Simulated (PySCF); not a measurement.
ECD: `C[Si@@](Cl)(C[SiH3])P[SiH3]`, C₂H₁₂ClPSi₃

Geometry:
| atom | x (Å) | y (Å) | z (Å) |
| --- | --- | --- | --- |
| C1 | 0.130 | -2.412 | 0.508 |
| Si2 | -0.404 | -0.897 | -0.529 |
| Cl3 | -1.570 | -1.594 | -2.045 |
| C4 | -1.425 | 0.322 | 0.519 |
| Si5 | -1.925 | 1.928 | -0.376 |
| P6 | 1.322 | 0.186 | -1.489 |
| Si7 | 2.415 | 0.912 | 0.311 |
| H8 | 0.788 | -2.120 | 1.321 |
| H9 | 0.658 | -3.136 | -0.105 |
| H10 | -0.733 | -2.913 | 0.937 |
| H11 | -0.852 | 0.581 | 1.409 |
| H12 | -2.324 | -0.185 | 0.870 |
| H13 | -0.725 | 2.586 | -0.896 |
| H14 | -2.579 | 2.800 | 0.606 |
| H15 | -2.859 | 1.621 | -1.458 |
| H16 | 2.091 | -0.948 | -1.664 |
| H17 | 2.629 | -0.115 | 1.337 |
| H18 | 1.637 | 2.004 | 0.893 |
| H19 | 3.716 | 1.388 | -0.155 |

Method used: TDDFT CAM-B3LYP/def2-SVPD circular dichroism and optical rotation, one conformer, gas phase in PySCF. Geometry: GFN2-xTB.

The molecule is flexible and this is one conformer; a measurement averages over conformers. Singlets 9 and 10 lie within 0.01 eV of each other, so their separate moments and overlaps can depend on how they mix.

**Question.** Assign R or S to each stereocentre.

**Answer.** Si2 R.

**Question.** Which excitations and rotatory strengths does the calculation give?

**Answer.** Rotatory strengths R in 10⁻⁴⁰ esu² cm², velocity form and length form (origin at the centre of mass); f in length form.
| state | E (eV) | λ (nm) | f | R (velocity) | R (length) | main |
| --- | --- | --- | --- | --- | --- | --- |
| 1 | 6.09 | 204 | 0.007 | +8.1 | +8.1 | HOMO→LUMO+2 0.28, HOMO→LUMO+1 0.27 |
| 2 | 6.52 | 190 | 0.029 | -26.1 | -24.8 | HOMO→LUMO+1 0.41, HOMO→LUMO 0.33 |
| 3 | 6.60 | 188 | 0.052 | +15.8 | +15.4 | HOMO→LUMO+2 0.40, HOMO→LUMO+1 0.16 |
| 4 | 6.82 | 182 | 0.071 | -23.0 | -22.8 | HOMO→LUMO+3 0.70 |
| 5 | 6.94 | 179 | 0.021 | +5.4 | +5.7 | HOMO→LUMO+5 0.49, HOMO→LUMO+6 0.14 |
| 6 | 7.46 | 166 | 0.094 | -60.2 | -58.1 | HOMO→LUMO+4 0.21, HOMO−1→LUMO+1 0.20 |
| 7 | 7.60 | 163 | 0.051 | +56.0 | +54.9 | HOMO−1→LUMO 0.32, HOMO→LUMO+4 0.18 |
| 8 | 7.68 | 162 | 0.015 | -67.0 | -65.7 | HOMO−2→LUMO+2 0.21, HOMO−2→LUMO+1 0.18 |
| 9 | 7.71 | 161 | 0.145 | +165.0 | +160.3 | HOMO→LUMO+8 0.17, HOMO−2→LUMO+2 0.15 |
| 10 | 7.71 | 161 | 0.008 | +27.2 | +27.2 | HOMO−1→LUMO+3 0.14, HOMO−1→LUMO+1 0.12 |
| 11 | 7.85 | 158 | 0.037 | +13.6 | +14.0 | HOMO−2→LUMO 0.28, HOMO−2→LUMO+1 0.25 |
| 12 | 7.89 | 157 | 0.142 | -34.7 | -34.4 | HOMO−1→LUMO+1 0.26, HOMO−1→LUMO+2 0.18 |
| 13 | 7.94 | 156 | 0.043 | -6.1 | -5.4 | HOMO−1→LUMO 0.24, HOMO−1→LUMO+3 0.23 |
| 14 | 8.04 | 154 | 0.003 | +3.4 | +3.9 | HOMO→LUMO+6 0.20, HOMO→LUMO+5 0.16 |
| 15 | 8.11 | 153 | 0.027 | -18.5 | -19.2 | HOMO→LUMO+7 0.41, HOMO→LUMO+8 0.25 |
| 16 | 8.15 | 152 | 0.004 | +6.4 | +6.0 | HOMO→LUMO+6 0.18, HOMO−1→LUMO+6 0.14 |

Among the states computed, the strongest CD band (largest |R|) is state 9. The largest dissymmetry factor in size, g = 4R/(D+G), with D and G the electric and magnetic dipole strengths, is -0.049 for state 8 (velocity form, f = 0.016), among bands with |R| over 0.5. The mirror image has the same energies and oscillator strengths and all R with the opposite sign.
